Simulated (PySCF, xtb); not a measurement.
Mo(S)2(SH)2 (H2MoS4), SMILES [S]=[Mo](=[S])([SH])[SH], multiplicity 1.

xtb with GFN2-xTB at its own geometry gives an orbital gap of 1.74 eV and a dipole moment of 3.22 D.

Geometry optimised at B3LYP-D3(BJ)/def2-SVP. The multiplicity is an assumed one; no other spin state was optimised. The structure was generated by enumeration; whether it is a known compound was not checked. The def2 effective core potentials stand for the cores of Mo; spin–orbit coupling is left out. Other conformers were not sampled.

Question: What does PBE/def2-TZVP (PySCF) give? (Estimate from the structure and the level; the computed values follow.)

Answer: gap 2.20 eV (levels -6.46 and -4.25 eV), dipole 1.55 D.
